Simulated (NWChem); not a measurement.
System: CH2NS, doublet; SMILES N[C]=S

Input file for NWChem:

```
start job
memory heap 200 mb stack 900 mb global 1100 mb
geometry units angstroms noautoz
  N      0.147998     1.585452     0.000000
  C     -0.426398     0.405154     0.000000
  S      0.039413    -1.121665     0.000000
  H      1.162338     1.702191     0.000000
  H     -0.410875     2.431046     0.000000
end
basis spherical
  * library aug-cc-pvdz
end
dft
  odft
  mult 2
  xc xpbe96 cpbe96
  iterations 150
end
tddft
  cis
  nroots 6
end
task tddft energy
```

Parts of the log:

```
             Northwest Computational Chemistry Package (NWChem) 7.3.0
             --------------------------------------------------------

 CS  symmetry detected

                             Geometry "geometry" -> ""
                             -------------------------

 Output coordinates in angstroms (scale by  1.889725989 to convert to a.u.)

  No.       Tag          Charge          X              Y              Z
 ---- ---------------- ---------- -------------- -------------- --------------
    1 N                    7.0000     0.13874364     1.59588157     0.00000000
    2 C                    6.0000    -0.42543469     0.41066557     0.00000000
    3 S                   16.0000     0.05354867    -1.11207245     0.00000000
    4 H                    1.0000     1.15203732     1.72137879     0.00000000
    5 H                    1.0000    -0.42741334     2.43661608     0.00000000

 Effective nuclear repulsion energy (a.u.)      86.4853086506

      Symmetry information
      --------------------

 Group name             Cs
 Group number              2
 Group order               2
 No. of unique centers     5

  pbe96 is a nonlocal functional; adding pw91lda local functional.

                                 NWChem DFT Module
                                 -----------------

 Summary of "ao basis" -> "ao basis" (spherical)
 ------------------------------------------------------------------------------
       Tag                 Description            Shells   Functions and Types
 ---------------- ------------------------------  ------  ---------------------
 N                        aug-cc-pvdz                9       23   4s3p2d
 C                        aug-cc-pvdz                9       23   4s3p2d
 S                        aug-cc-pvdz               11       27   5s4p2d
 H                        aug-cc-pvdz                5        9   3s2p

      Symmetry analysis of basis
      --------------------------

        a'         65
        a"         26

            General Information
            -------------------
          SCF calculation type: DFT
          Wavefunction type:  spin polarized.
          No. of atoms     :     5
          No. of electrons :    31
           Alpha electrons :    16
            Beta electrons :    15
          Charge           :     0
          Spin multiplicity:     2
          Use of symmetry is: off; symmetry adaption is: on
          Maximum number of iterations: 150
          AO basis - number of functions:    91
                     number of shells:    39
          Convergence on energy requested:  1.00D-06
          Convergence on density requested:  1.00D-05
          Convergence on gradient requested:  5.00D-04

[...]

                                NWChem TDDFT Module
                                -------------------

            General Information
            -------------------
           No. of orbitals :     182
            Alpha orbitals :      91
             Beta orbitals :      91
        Alpha frozen cores :       0
         Beta frozen cores :       0
     Alpha frozen virtuals :       0
      Beta frozen virtuals :       0
         Spin multiplicity :       2
    Number of AO functions :      91
        Use of symmetry is : off
      Symmetry adaption is : on
         Schwarz screening :  0.10D-07

              XC Information
              --------------
   PerdewBurkeErnzerhof Exchange Functional   1.00
     Perdew 1991 LDA Correlation Functional   1.00 local
    PerdewBurkeErnz. Correlation Functional   1.00 non-local

             TDDFT Information
             -----------------
          Calculation type : Tamm-Dancoff TDDFT
         Wavefunction type : Unrestricted
          No. of electrons :      31
           Alpha electrons :      16
            Beta electrons :      15
              No. of roots :       6
          Max subspacesize :    5200
            Max iterations :     100
               Target root :       1
           Target symmetry : none
      Symmetry restriction : off
                 Algorithm : Optimal
        Davidson threshold :  0.10D-03

    6 smallest eigenvalue differences (eV)
--------------------------------------------------------
  No. Spin  Occ  Vir  Irrep   E(Occ)    E(Vir)   E(Diff)
--------------------------------------------------------
    1    1   16   17 a"       -0.162    -0.064     2.676
    2    2   15   16 a"       -0.232    -0.116     3.154
    3    1   16   18 a'       -0.162    -0.038     3.392
    4    2   14   16 a'       -0.251    -0.116     3.676
    5    1   16   19 a'       -0.162    -0.002     4.372
    6    1   15   17 a'       -0.235    -0.064     4.654
--------------------------------------------------------

  Entering Davidson iterations
  Unrestricted

  Iter   NTrls   NConv    DeltaV     DeltaE      Time
  ----  ------  ------  ---------  ---------  ---------
    1      6       0     0.22E+00   0.10+100       16.0
    2     12       0     0.18E+00   0.30E-01       17.3
    3     18       0     0.11E+00   0.48E-01       16.9
    4     24       1     0.29E-01   0.24E-01       16.3
    5     29       3     0.41E-02   0.18E-02       15.6
    6     32       5     0.62E-03   0.23E-04       14.1
    7     33       6     0.72E-04   0.48E-06       12.5
  ----  ------  ------  ---------  ---------  ---------
  Convergence criterion met

  Ground state a'       -491.936848957950 a.u.
  <S2> =   0.7530

  ----------------------------------------------------------------------------
  Root   1         a"             0.097869376 a.u.                2.6632 eV
  <S2> =   0.7580
  ----------------------------------------------------------------------------
     Transition Moments    X -0.00000   Y -0.00000   Z -0.04048
     Dipole Oscillator Strength                    0.0001069154
     Electric Quadrupole                           0.0000000058
     Magnetic Dipole                               0.0000006840
     Total Oscillator Strength                     0.0001076053

[...]
```

Level: PBE/aug-cc-pVDZ, spin-unrestricted, TDA. In the optimisation the excess spin sits in a' (Cs, its own frame). Geometry: optimised at PBE0/def2-SVP, spin-unrestricted. No stability test was run on the SCF state.
